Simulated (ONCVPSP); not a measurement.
**Transferability test, ONCV potential for Pd (Z = 46)**

```json
{"Element": "palladium (Pd)", "Generator": "ONCVPSP 4.0.1", "Type": "optimised norm-conserving Vanderbilt (ONCV)", "Functional": "LDA (Perdew-Wang 92)", "Relativity": "scalar-relativistic", "Frozen core": "[Ar] 3d10", "Valence charge": "18", "Reference configuration": "4s2 4p6 4d9 (charge +1)", "Partial waves": "4s: rc 1.05 bohr, ncon 3, nbas 6, qcut 5.2 1/bohr, 1 projector; 4p: rc 1.65 bohr, ncon 3, nbas 6, qcut 6.6 1/bohr, 2 projectors, debl 1.7 Ha; 4d: rc 1.45 bohr, ncon 4, nbas 7, qcut 6.8 1/bohr, 2 projectors, debl 2.9 Ha", "Local potential": "polynomial inside 0.70 bohr (lpopt 5, dvloc0 0 Ha)", "Core correction": "polynomial model core, fcfact 0.5"}
```

In the p channel the program set the typed energies aside and used -2.302, 0.250 Ha.

Energies are relative to the spin-unpolarised reference configuration 4s2 4p6 4d9; without spin polarisation the order of configurations can differ from experiment.

```json
{"valence configuration": "4s2 4p6 4d10", "charge": "0", "ΔE all-electron (eV)": "-9.387", "error AE − PS (meV)": "-0.5"}
{"valence configuration": "4s2 4p6 4d8", "charge": "+2", "ΔE all-electron (eV)": "21.082", "error AE − PS (meV)": "-0.4"}
```

What are ΔE and the potential's error for 4s2 4p6 4d7?

ΔE = 55.681 eV all-electron; the error (AE − PS) is +4.0 meV.

What are ΔE and the potential's error for 4s2 4p5 4d10?

ΔE = 47.952 eV all-electron; the error (AE − PS) is -101 meV.

Note: ghosts flagged at negative energy: s at -248.2 eV; GHOST(+) flagged for p at 226.0 eV. A true bound ghost makes a file unfit for plane-wave use.
